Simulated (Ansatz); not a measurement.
`C[SiH](N)N` + H₂ → `C[SiH2]N` + NH₃ at 700 K and 1 bar (hydrogenolysis of the Si–N bond).

Calculated with Ansatz (gas phase, PBE0-D4/def2-TZVP geometries, no zero-point term in ΔE). CBS: MP2 limit from def2 TZ/QZ plus the TZ coupled-cluster correction, frozen cores. This one scheme is used for every species. One conformer a species, not always the lowest.

```json
{"species": "`C[SiH](N)N`", "CCSD(T)/CBS energy (Eh)": "-441.43339", "H − E (kJ/mol)": "340.4", "S (J/(mol·K))": "460.7"}
{"species": "H₂", "CCSD(T)/CBS energy (Eh)": "-1.17544", "H − E (kJ/mol)": "46.8", "S (J/(mol·K))": "155.3"}
{"species": "`C[SiH2]N`", "CCSD(T)/CBS energy (Eh)": "-386.08232", "H − E (kJ/mol)": "275.5", "S (J/(mol·K))": "406.6"}
{"species": "NH₃", "CCSD(T)/CBS energy (Eh)": "-56.50880", "H − E (kJ/mol)": "116.9", "S (J/(mol·K))": "226.5"}
```

H − E and S are ideal-gas, rigid-rotor, harmonic terms from PBE0-D4/def2-TZVP, for one conformer and one mirror image of each species. The MP2-based limit puts H₂ 0.8 mEh under its directly extrapolated value; such offsets cancel only in part. 1 Eh = 2625.50 kJ/mol, R = 8.31446 J/(mol·K).

Question: By hand: ΔE, ΔH, ΔS and ΔG.

Answer: ΔE = (-386.08232) + (-56.50880) − (-441.43339) − (-1.17544) = 0.01771 Eh = 46.5 kJ/mol. Δ(H − E) = 275.5 + 116.9 − 340.4 − 46.8 = 5.2, so ΔH = 51.7 kJ/mol. ΔS = 406.6 + 226.5 − 460.7 − 155.3 = 17.1 J/(mol·K). ΔG = 51.7 − 700 × (17.1)/1000 = 39.7 kJ/mol.

Question: By hand: the equilibrium constant, and the temperature at which ΔG would vanish if ΔH and ΔS stayed fixed.

Answer: log₁₀ K = −ΔG/(RT ln 10) = -3.0. ΔG = 0 at ΔH/ΔS = 3023 K, far beyond where these terms or the molecules hold.

ΔH outweighs TΔS. A doubt of 5 kJ/mol in ΔE shifts log₁₀ K by 0.4 here. Other conformers and mirror images would add mixing entropy, several J/(mol·K) or more a flexible species. These are equilibria of isolated gas molecules and say nothing of rates. Largest T1 diagnostic: 0.009 (customary marks: 0.02 for closed shells, 0.045 for open ones).
